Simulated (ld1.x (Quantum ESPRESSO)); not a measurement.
**What the settings do to the RRKJ potential of Mo (Z = 42)**

Base potential:

ld1.x (Quantum ESPRESSO) 7.5 input, shortened:

```
&input
   title='Mo', zed=42., rel=0, dft='BP', iswitch=3,
   config='[Kr] 4d4 5s0 5p0'
 /
 &inputp
   pseudotype=2, tm=.false., rho0=0.01, lloc=0,
   nlcc=.true., rcore=1.70
 /
3
5P  2  1   0.00   0.00  2.80  2.80  0.0
4D  3  2   4.00   0.00  1.75  1.75  0.0
5S  1  0   0.00   0.00  2.05  2.05  0.0
 &test
   configts(1)='4d4 5s0 5p0'
 /
```

Cutoffs, loose and tight: the cutoffs (Ry, on a coarse ladder) from which the occupation-weighted sum of valence levels, in a spherical-Bessel basis at the reference potential, stays within 10 and 1 mRy of its value at 400 Ry. They do not see the model core or the augmentation charge, which bear on the density cutoff. Test errors are all-electron minus pseudo excitation energies from the reference, over the configurations 4d5 5s1 5p0; 4d5 5s0 5p0; 4d3 5s0 5p0; 4d5 5s0 5p1; 4d5.5 5s0.5 5p0; 4d5 5s0.5 5p0; 4d6 5s0 5p0. A dash means not determined; rows that change the core or the reference have their own tests.

```tsv
change	outcome	cutoff, loose	cutoff, tight	bound ghosts	largest test error (meV)
base	generated	40 Ry	45 Ry	none	-295
wave 4d (bound): rc 1.75 bohr becomes 4d (bound): rc 1.22 bohr	generated	45 Ry	110 Ry	none	-297
wave 4d (bound): rc 1.75 bohr becomes 4d (bound): rc 1.46 bohr	generated	40 Ry	80 Ry	none	-296
wave 4d (bound): rc 1.75 bohr becomes 4d (bound): rc 1.58 bohr	generated	40 Ry	60 Ry	none	-295
wave 4d (bound): rc 1.75 bohr becomes 4d (bound): rc 1.90 bohr	generated	35 Ry	40 Ry	none	-293
wave 4d (bound): rc 1.75 bohr becomes 4d (bound): rc 2.08 bohr	generated	35 Ry	40 Ry	none	-288
wave 4d (bound): rc 1.75 bohr becomes 4d (bound): rc 2.34 bohr	generated	30 Ry	35 Ry	none	-274
wave 4d (bound): rc 1.75 bohr becomes 4d (bound): rc 2.66 bohr	generated	21 Ry	25 Ry	none	-236
```

Reading the sweep of the d radius (base included, trends over the rows without a ghost): The loose cutoff falls from 45 Ry at 1.22 to 21 Ry at 2.66 bohr. A larger radius leaves more room for a smooth pseudo-wave, so fewer plane waves are needed; a smaller one forces it to follow the all-electron wave where it bends sharply. The median size of the test errors (rows with all tests solved) falls from 130.8 meV at 1.22 to 91.9 meV at 2.66 bohr. This runs against the usual rule that a larger radius transfers worse; these runs do not show why.
